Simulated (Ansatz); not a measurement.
Consider the isomerisation: `ClC1C[SiH2]O1` → `C=C(Cl)O[SiH3]`.

Isolated molecules relaxed with PBE0-D4/def2-TZVP in Ansatz; ΔE leaves out vibrations. CCSD(T)/CBS adds triple-zeta CCSD(T) − MP2 to the extrapolated MP2 energy (def2 sets, frozen cores). DFT in def2-TZVPP. B3LYP here is the variant with VWN-RPA as its local correlation; programs differ in this. One conformer a species, not always the lowest.

```
             level  ΔE (kJ/mol)  difference from CCSD(T)/CBS
            PBE-D4         34.8                         -1.0
          B3LYP-D4         19.9                        -15.9
           ωB97X-V         42.9                          7.1
           ωB97M-V         38.1                          2.3
            B2PLYP         26.3                         -9.5
               PBE         34.1                         -1.7
            r2SCAN         32.3                         -3.5
              PBE0         42.6                          6.8
     HF/def2-TZVPP         18.7                        -17.1
SCS-MP2/def2-TZVPP         33.9                         -1.9
   CCSD/def2-TZVPP         35.2                         -0.6
CCSD(T)/def2-TZVPP         34.4                         -1.4
SCS-MP2/def2-QZVPP         34.8                         -1.0
      HF/CBS(def2)         18.5                        -17.3
     MP2/CBS(def2)         41.5                          5.7
    CCSD/CBS(def2)         36.6                          0.8
       CCSD(T)/CBS         35.8                            0
```

Largest T1 diagnostic among the species: 0.012.

From PBE to PBE0 (25 % exact exchange), in def2-TZVPP and without D4, ΔE moves by +8.4 kJ/mol. In def2-TZVPP, CCSD(T) changes the Hartree–Fock value by +15.7 kJ/mol (the triples alone add −0.8 kJ/mol) and MP2 by +21.4 kJ/mol.

CCSD(T)/CBS has its own doubt, a few kJ/mol and more with outer-core shells, so smaller differences from it don't rank the levels.
